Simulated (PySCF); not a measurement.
(E)-1,2-dibromo-1-chloroethene (C2HBr2Cl), SMILES Cl/C(Br)=C\Br. Coordinates come from a PBE0-D3(BJ)/def2-SVP optimisation.

Method: PBE0-D3(BJ)/def2-SVP in PySCF 2.14.0.

Harmonic wavenumbers (cm⁻¹): 143, 168, 206, 270, 470, 625, 744, 796, 905, 1227, 1662, 3256. Rotational constants (GHz): 3.308, 0.5956, 0.5047; symmetry number 1.

**Question.** Work out the zero-point energy and the ideal-gas rigid-rotor harmonic-oscillator thermochemistry at 298.15 K and 1 atm.

**Answer.** ZPE = ½ Σ hcν = ½ × 10472 cm⁻¹ = 62.64 kJ/mol. H − E(el) = 80.22 kJ/mol. Entropy in J/(mol K): translation 176.03, rotation 126.19, vibration 44.73, total 346.94. G − E(el) = -23.22 kJ/mol. Cp = 82.53 J/(mol K). Modes under 150 cm⁻¹ make the vibrational entropy uncertain.
